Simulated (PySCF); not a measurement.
## Calculated data, BGeH$_{9}$Si$_{2}$

Calculation on a computer-drawn molecule: the log of a Hartree-Fock and frozen-core CCSD(T) single point meant for a local Hartree-Fock minimum, with one planted fault or none, to be diagnosed. Offsets are logged minus clean, where the clean run is the same molecule without the fault. The reference is restricted for singlets and unrestricted otherwise, and also for a bond in bohr or an excited solution. Adding or removing an electron swaps singlet and doublet. The excited solution moves the top pair (singlet) or top alpha electron (doublet) to the lowest empty orbital. Highest occupied and lowest empty are orbital energies over both spins, largest force is the largest gradient component, triples share is (T) over the correlation energy, the T1 limit is 0.02 restricted and 0.045 unrestricted, electrons count all cores, a negative frequency is imaginary (commonest isotopes), and the dipole is about the centre of nuclear charge; on germanium a core potential holds 10 electrons, which the energies leave out, and 3d is frozen in MP2 and coupled-cluster steps. Program: PySCF 2.14.0.

```xyz
13
formula=BGeH9Si2 meant_charge=0 meant_multiplicity=1 meant_basis=cc-pV(D+d)Z meant_basis_and_core_potential_on_germanium=cc-pVDZ-PP_ECP10MDF logged_electrons=74 logged_basis_functions=128 logged_SCF_converged=yes logged_spin_squared=2.0257 logged_highest_occupied=-7.5728 logged_lowest_empty=-1.872 logged_largest_force=0.032854 logged_T1_diagnostic=0.016818 logged_D1_diagnostic=0.07108 logged_triples_share=0.028391 logged_CC_converged=yes logged_dipole_magnitude=0.68984 logged_SCF_stable_within_its_kind=yes logged_energy_HF=-901.02543 logged_energy_CCSD(T)=-901.50545 possible_faults=no_fault,one_electron_removed,one_electron_added,multiplicity_raised_by_two,geometry_at_a_saddle_point,SCF_held_on_an_excited_solution,minimal_basis_STO-3G,one_bond_length_entered_in_bohr,all_coordinates_scaled planted_fault=multiplicity_raised_by_two HF_energy_offset_from_clean_run=63.82 CCSD(T)_energy_offset_from_clean_run=66.2
Si     0.6645    -0.0985     0.6730
Si    -1.1103     1.4724     0.4844
B     -2.2043     0.9983    -1.1622
Ge    -3.8958    -0.2309    -1.1545
H      0.1258    -1.4769     0.7757
H      1.4730     0.1888     1.8817
H      1.5438    -0.0268    -0.5194
H     -1.9163     1.4067     1.7310
H     -0.5159     2.8315     0.3906
H     -1.8530     1.4248    -2.2283
H     -3.8825    -1.2227    -2.3264
H     -5.1354     0.6661    -1.3106
H     -4.0585    -1.0315     0.1449
```

Units: logged_highest_occupied, logged_lowest_empty in eV; logged_largest_force in hartree/bohr; logged_dipole_magnitude in debye; logged_energy_HF, logged_energy_CCSD(T) in hartree; HF_energy_offset_from_clean_run, CCSD(T)_energy_offset_from_clean_run in kcal/mol.

Drawn bonds:
```csv
atom,other atom,order
1,2,1
2,3,1
3,4,1
1,5,1
1,6,1
1,7,1
2,8,1
2,9,1
3,10,1
4,11,1
4,12,1
4,13,1
```
